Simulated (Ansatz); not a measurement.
Program: Ansatz. Geometries: PBE0-D4/def2-TZVP. ΔE: electronic, gas phase. CCSD(T)/CBS is the MP2 limit (def2-TZVPP, def2-QZVPP) plus CCSD(T) − MP2 in def2-TZVPP, frozen cores. This one scheme is used for every species. Functionals use def2-TZVPP. def2 core potentials past Kr. For Sn outer-core shells are correlated without core-valence functions, which leaves a few kJ/mol of doubt a bond. Each species was taken in one conformer, which may not be the lowest.

`[CH3][SnH2][B](N)F` + `C[SiH2]O` → `C[SiH2]OB(N)F` + `[CH3][SnH3]`  (cleavage of the B–Sn bond)

(1) Is it downhill or uphill in electronic energy at CCSD(T)/CBS, and by how much? (An estimate is asked.)

(2) What do these levels give: r2SCAN-D4, PBE0-D4, ωB97X-V, B2PLYP, PBE, PBE0, HF/def2-TZVPP, CCSD/def2-TZVPP, CCSD(T)/def2-TZVPP, SCS-MP2/def2-QZVPP, HF/CBS(def2), MP2/CBS(def2)? (An estimate is asked.)

Largest T1 diagnostic among the species: 0.013.

## Answers

(1) Computed: Downhill: ΔE = -132.0 kJ/mol.

(2) Ansatz gave: r2SCAN-D4 -140.1, PBE0-D4 -132.7, ωB97X-V -138.8, B2PLYP -139.8, PBE -122.8, PBE0 -132.6, HF/def2-TZVPP -167.8, CCSD/def2-TZVPP -142.0, CCSD(T)/def2-TZVPP -137.7, SCS-MP2/def2-QZVPP -136.5, HF/CBS(def2) -168.7, MP2/CBS(def2) -129.2 kJ/mol.

In def2-TZVPP, CCSD(T) changes the Hartree–Fock value by +30.1 kJ/mol (the triples alone add +4.2 kJ/mol) and MP2 by +32.9 kJ/mol. From PBE to PBE0 (25 % exact exchange), in def2-TZVPP and without D4, ΔE moves by −9.9 kJ/mol.
